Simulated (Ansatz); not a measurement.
Consider the isomerisation: `[AlH2][CH2][CH2][GeH3]` → `[CH3][AlH][CH2][GeH3]`.

Computed with Ansatz on PBE0-D4/def2-TZVP structures; ΔE is electronic, products minus reactants. CCSD(T)/CBS adds triple-zeta CCSD(T) − MP2 to the extrapolated MP2 energy (def2 sets, frozen cores). Functionals use def2-TZVPP. For Ge outer-core shells are correlated without core-valence functions, which leaves a few kJ/mol of doubt a bond. Scalar relativity is left out up to krypton. Each species was taken in one conformer, which may not be the lowest.

```tsv
level	ΔE (kJ/mol)
PBE-D4	-76.4
r2SCAN-D4	-82.7
B2PLYP	-78.2
HF/def2-TZVPP	-73.3
MP2/def2-TZVPP	-79.2
SCS-MP2/def2-TZVPP	-75.3
CCSD/def2-TZVPP	-76.1
CCSD/CBS(def2)	-77.0
```

Problem. What does CCSD(T)/CBS give? (An estimate is asked.)

Solution. Computed: -77.6 kJ/mol. The listed levels differ from it by 1.2, -5.1, -0.6, 4.3, -1.6, 2.3, 1.5, 0.6 kJ/mol.

Largest T1 diagnostic among the species: 0.011.

In def2-TZVPP, CCSD(T) changes the Hartree–Fock value by −3.5 kJ/mol (the triples alone add −0.7 kJ/mol) and MP2 by −6.0 kJ/mol.
